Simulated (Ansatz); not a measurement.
Consider the ligand exchange at the Si–C bond: `[SiH3]C1BN1` + `[OH][Al]([OH])[O][SiH3]` → `[OH][Al]([O][SiH3])[O][SiH3]` + `B1CN1`.

Program: Ansatz. Geometries: PBE0-D4/def2-TZVP. ΔE: electronic, gas phase. CCSD(T)/CBS is the MP2 limit (def2-TZVPP, def2-QZVPP) plus CCSD(T) − MP2 in def2-TZVPP, frozen cores. This one scheme is used for every species. DFT in def2-TZVPP. One conformer a species, not always the lowest.

```csv
level,ΔE (eV)
B2PLYP,-1.21
r2SCAN,-1.14
HF/def2-TZVPP,-1.44
MP2/CBS(def2),-1.16
```

(1) What does CCSD(T)/CBS give? (Best estimate.)

Largest T1 diagnostic among the species: 0.014.

Results:

(1) Ansatz gave: -1.16 eV. The listed levels differ from it by -0.05, 0.02, -0.28, 0.00 eV.

From PBE to PBE0 (25 % exact exchange), in def2-TZVPP and without D4, ΔE moves by −0.08 eV. In def2-TZVPP, CCSD(T) changes the Hartree–Fock value by +0.26 eV (the triples alone add +0.04 eV) and MP2 by +0.26 eV.
